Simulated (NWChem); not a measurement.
System: silylphosphine (SiPH5); SMILES [SiH3]P

Here is an NWChem input.

```
start job
memory heap 200 mb stack 900 mb global 1100 mb
geometry units angstroms noautoz
  Si    -0.000060     1.085727    -0.022074
  P      0.000061    -1.192147    -0.090963
  H     -1.210923     1.569291    -0.736735
  H      1.206478     1.569612    -0.743800
  H      0.003878     1.656547     1.352534
  H     -1.036736    -1.349928     0.874749
  H      1.042795    -1.349604     0.868390
end
basis spherical
  * library def2-svpd
end
dft
  xc b3lyp
  iterations 200
end
task dft gradient
```

Output (shortened):

```
             Northwest Computational Chemistry Package (NWChem) 7.3.0
             --------------------------------------------------------

 CS  symmetry detected

                             Geometry "geometry" -> ""
                             -------------------------

 Output coordinates in angstroms (scale by  1.889725989 to convert to a.u.)

  No.       Tag          Charge          X              Y              Z
 ---- ---------------- ---------- -------------- -------------- --------------
    1 Si                  14.0000    -0.02178665     1.10293823     0.00000000
    2 P                   15.0000    -0.08772566    -1.17502308     0.00000000
    3 H                    1.0000    -0.74060910     1.58573244    -1.20870566
    4 H                    1.0000    -0.74060910     1.58573244     1.20870566
    5 H                    1.0000     1.35208675     1.67553754     0.00000000
    6 H                    1.0000     0.87501469    -1.33139572    -1.03977037
    7 H                    1.0000     0.87501469    -1.33139572     1.03977037

 Effective nuclear repulsion energy (a.u.)      89.5967324085

      Symmetry information
      --------------------

 Group name             Cs
 Group number              2
 Group order               2
 No. of unique centers     5

                                 NWChem DFT Module
                                 -----------------

 Summary of "ao basis" -> "ao basis" (spherical)
 ------------------------------------------------------------------------------
       Tag                 Description            Shells   Functions and Types
 ---------------- ------------------------------  ------  ---------------------
 Si                        def2-svpd                10       24   5s3p2d
 P                         def2-svpd                10       24   5s3p2d
 H                         def2-svpd                 4        8   2s2p

      Symmetry analysis of basis
      --------------------------

        a'         56
        a"         32

            General Information
            -------------------
          SCF calculation type: DFT
          Wavefunction type:  closed shell.
          No. of atoms     :     7
          No. of electrons :    34
           Alpha electrons :    17
            Beta electrons :    17
          Charge           :     0
          Spin multiplicity:     1
          Use of symmetry is: on ; symmetry adaption is: on
          Maximum number of iterations: 200
          AO basis - number of functions:    88
                     number of shells:    40
          Convergence on energy requested:  1.00D-06
          Convergence on density requested:  1.00D-05
          Convergence on gradient requested:  5.00D-04

              XC Information
              --------------
                         B3LYP Method XC Potential
                     Hartree-Fock (Exact) Exchange  0.200
                        Slater Exchange Functional  0.800 local
                    Becke 1988 Exchange Functional  0.720 non-local
              Lee-Yang-Parr Correlation Functional  0.810
                  VWN I RPA Correlation Functional  0.190 local

             Grid Information
             ----------------
          Grid used for XC integration:  medium
          Radial quadrature: Mura-Knowles
          Angular quadrature: Lebedev.
          Tag              B.-S. Rad. Rad. Pts. Rad. Cut. Ang. Pts.
          ---              ---------- --------- --------- ---------
          Si                  1.10       88          10.0       590
          P                   1.00       88          10.0       590
          H                   0.35       45          11.0       434
          Grid pruning is: on
          Number of quadrature shells:   311
          Spatial weights used:  Erf1

      Superposition of Atomic Density Guess
      -------------------------------------

 Sum of atomic energies:        -631.77335405

      Non-variational initial energy
      ------------------------------

 Total energy =    -632.320723
 1-e energy   =   -1052.466232
 2-e energy   =     330.548777
 HOMO         =      -0.289968
 LUMO         =       0.051707

      Symmetry analysis of molecular orbitals - initial
      -------------------------------------------------

  Numbering of irreducible representations:

     1 a'          2 a"

  Orbital symmetries:

     1 a'          2 a'          3 a'          4 a'          5 a"
     6 a'          7 a'          8 a'          9 a"         10 a'
    11 a'         12 a'         13 a"         14 a'         15 a"
    16 a'         17 a'         18 a'         19 a'         20 a"
    21 a'         22 a"         23 a'         24 a'         25 a'
    26 a"         27 a'

   convergence    iter        energy       DeltaE   RMS-Dens  Diis-err
 ---------------- ----- ----------------- --------- --------- ---------
 d= 0,ls=0.0,diis     1   -633.6668396554 -7.23D+02  7.71D-03  1.80D-01
 d= 0,ls=0.0,diis     2   -633.6853690851 -1.85D-02  3.13D-03  2.03D-02
 d= 0,ls=0.0,diis     3   -633.6884503779 -3.08D-03  1.14D-03  6.54D-03
 d= 0,ls=0.0,diis     4   -633.6897507426 -1.30D-03  2.12D-04  1.21D-04
 d= 0,ls=0.0,diis     5   -633.6897732134 -2.25D-05  5.19D-05  7.56D-06
  Resetting Diis
 d= 0,ls=0.0,diis     6   -633.6897746712 -1.46D-06  8.64D-06  2.87D-07
 d= 0,ls=0.0,diis     7   -633.6897747285 -5.72D-08  3.21D-06  1.07D-08

         Total DFT energy =     -633.689774728487
      One electron energy =    -1054.065816511930
           Coulomb energy =      376.782358530954
    Exchange-Corr. energy =      -46.003049156037
 Nuclear repulsion energy =       89.596732408526

 Numeric. integr. density =       34.000004160451

                  Occupations of the irreducible representations
                  ----------------------------------------------

                     irrep           alpha         beta
                     --------     --------     --------
                     a'               13.0         13.0
                     a"                4.0          4.0

                       DFT Final Molecular Orbital Analysis
                       ------------------------------------

 Vector   15  Occ=2.000000D+00  E=-3.506724D-01  Symmetry=a"
              MO Center= -3.7D-01,  1.0D+00, -3.8D-14, r^2= 3.2D+00
   Bfn.  Coefficient  Atom+Function         Bfn.  Coefficient  Atom+Function
  ----- ------------  ---------------      ----- ------------  ---------------
    49      0.312702  3 H  s                 57     -0.312702  4 H  s
    14     -0.292810  1 Si pz                11     -0.272020  1 Si pz
     8      0.155525  1 Si pz                73     -0.140742  6 H  s
    81      0.140742  7 H  s                 35      0.119104  2 P  pz
    38      0.116585  2 P  pz                50      0.072103  3 H  s

 Vector   16  Occ=2.000000D+00  E=-3.304043D-01  Symmetry=a'
              MO Center= -7.0D-02,  7.6D-02, -3.3D-15, r^2= 3.4D+00
   Bfn.  Coefficient  Atom+Function         Bfn.  Coefficient  Atom+Function
  ----- ------------  ---------------      ----- ------------  ---------------
    37      0.255659  2 P  py                34      0.222145  2 P  py
    10     -0.215792  1 Si py                36     -0.204402  2 P  px
    49     -0.186834  3 H  s                 57     -0.186834  4 H  s
     4     -0.179120  1 Si s                 33     -0.179824  2 P  px
    73     -0.167164  6 H  s                 81     -0.167164  7 H  s

 Vector   17  Occ=2.000000D+00  E=-2.695921D-01  Symmetry=a'
              MO Center= -1.2D-01, -9.6D-01, -8.7D-16, r^2= 2.8D+00
   Bfn.  Coefficient  Atom+Function         Bfn.  Coefficient  Atom+Function
  ----- ------------  ---------------      ----- ------------  ---------------
    36      0.366984  2 P  px                27     -0.317406  2 P  s
    37      0.287504  2 P  py                33      0.263861  2 P  px
    34      0.249651  2 P  py                26     -0.181427  2 P  s
    29     -0.176525  2 P  s                 10     -0.165814  1 Si py
    13     -0.153162  1 Si py                30     -0.149480  2 P  px

 Vector   18  Occ=0.000000D+00  E=-4.062889D-03  Symmetry=a'
              MO Center=  6.8D-02,  5.5D-01,  6.1D-14, r^2= 8.2D+00
   Bfn.  Coefficient  Atom+Function         Bfn.  Coefficient  Atom+Function
  ----- ------------  ---------------      ----- ------------  ---------------
     4      3.370393  1 Si s                  5     -2.736201  1 Si s
    29      0.704222  2 P  s                 28     -0.511533  2 P  s
    66     -0.511674  5 H  s                 50     -0.422959  3 H  s
    58     -0.422959  4 H  s                 37     -0.373219  2 P  py
     3      0.313850  1 Si s                  2      0.233991  1 Si s

 Vector   19  Occ=0.000000D+00  E=-1.911673D-05  Symmetry=a'
              MO Center=  1.9D-01,  1.2D-02,  1.3D-13, r^2= 7.3D+00
   Bfn.  Coefficient  Atom+Function         Bfn.  Coefficient  Atom+Function
  ----- ------------  ---------------      ----- ------------  ---------------
    29      1.549237  2 P  s                  4     -0.734767  1 Si s
    27     -0.362944  2 P  s                  5      0.330655  1 Si s
    24      0.285653  1 Si d  2              74     -0.277874  6 H  s
    82     -0.277874  7 H  s                 28     -0.236463  2 P  s
    26     -0.196674  2 P  s                 10     -0.193218  1 Si py

 Vector   20  Occ=0.000000D+00  E= 1.042557D-02  Symmetry=a"
              MO Center= -2.0D-02, -8.0D-01,  8.1D-14, r^2= 4.2D+00
   Bfn.  Coefficient  Atom+Function         Bfn.  Coefficient  Atom+Function
  ----- ------------  ---------------      ----- ------------  ---------------
    47      0.298013  2 P  d  1              35      0.255224  2 P  pz
    50      0.241782  3 H  s                 58     -0.241782  4 H  s
    38      0.235713  2 P  pz                73      0.226642  6 H  s
    81     -0.226642  7 H  s                 23      0.214915  1 Si d  1
    14      0.203750  1 Si pz                21     -0.179185  1 Si d -1

     Multipole analysis of the density
     ---------------------------------

     L   x y z        total         alpha         beta         nuclear
     -   - - -        -----         -----         ----         -------
     0   0 0 0     -0.000000    -17.000000    -17.000000     34.000000

     1   1 0 0      0.223933      0.111967      0.111967      0.000000
     1   0 1 0      0.087887      0.043943      0.043943      0.000000
     1   0 0 1      0.000000      0.000000      0.000000      0.000000

     2   2 0 0    -23.047429    -19.698819    -19.698819     16.350210
     2   1 1 0     -1.056779      1.620571      1.620571     -4.297921
     2   1 0 1     -0.000000     -0.000000     -0.000000      0.000000
     2   0 2 0    -23.467556    -99.443682    -99.443682    175.419809
     2   0 1 1      0.000000      0.000000      0.000000      0.000000
     2   0 0 2    -21.911526    -20.033736    -20.033736     18.155947

            General Information
            -------------------
          SCF calculation type: DFT
          Wavefunction type:  closed shell.
          No. of atoms     :     7
          No. of electrons :    34
           Alpha electrons :    17
            Beta electrons :    17
          Charge           :     0
          Spin multiplicity:     1
          Use of symmetry is: on ; symmetry adaption is: on
          Maximum number of iterations: 200
          AO basis - number of functions:    88
                     number of shells:    40
          Convergence on energy requested:  1.00D-06
          Convergence on density requested:  1.00D-05
          Convergence on gradient requested:  5.00D-04

              XC Information
              --------------
                         B3LYP Method XC Potential
                     Hartree-Fock (Exact) Exchange  0.200
                        Slater Exchange Functional  0.800 local
                    Becke 1988 Exchange Functional  0.720 non-local
              Lee-Yang-Parr Correlation Functional  0.810
                  VWN I RPA Correlation Functional  0.190 local

             Grid Information
             ----------------
          Grid used for XC integration:  medium
          Radial quadrature: Mura-Knowles
          Angular quadrature: Lebedev.
          Tag              B.-S. Rad. Rad. Pts. Rad. Cut. Ang. Pts.
          ---              ---------- --------- --------- ---------
          Si                  1.10       88          10.0       590
          P                   1.00       88          10.0       590
          H                   0.35       45          11.0       434
          Grid pruning is: on
          Number of quadrature shells:   311
          Spatial weights used:  Erf1

          Convergence Information
          -----------------------
          Convergence aids based upon iterative change in
          total energy or number of iterations.
          Levelshifting, if invoked, occurs when the
          HOMO/LUMO gap drops below (HL_TOL):  1.00D-02
          DIIS, if invoked, will attempt to extrapolate
          using up to (NFOCK): 10 stored Fock matrices.

                    Damping( 0%)  Levelshifting(0.5)       DIIS
                  --------------- ------------------- ---------------
          dE  on:    start            ASAP                start
          dE off:    2 iters        200 iters           200 iters

                            NWChem DFT Gradient Module
                            --------------------------

  charge          =   0.00
  wavefunction    = closed shell

  Using symmetry

                         DFT ENERGY GRADIENTS

    atom               coordinates                        gradient
                 x          y          z           x          y          z
   1 Si     -0.041171   2.084251   0.000000   -0.000679  -0.000754   0.000000
   2 P      -0.165777  -2.220472   0.000000    0.002052   0.001204   0.000000
   3 H      -1.399548   2.996600  -2.284123    0.000580   0.000025   0.000978
   4 H      -1.399548   2.996600   2.284123    0.000580   0.000025  -0.000978
   5 H       2.555073   3.166307   0.000000   -0.000862   0.000058   0.000000
   6 H       1.653538  -2.515973  -1.964881   -0.000836  -0.000279   0.001099
   7 H       1.653538  -2.515973   1.964881   -0.000836  -0.000279  -0.001099
```

Level: B3LYP/def2-SVPD. The geometry was optimised at B3LYP/6-31G* (spherical d). B3LYP is NWChem's, with the RPA form of VWN correlation.
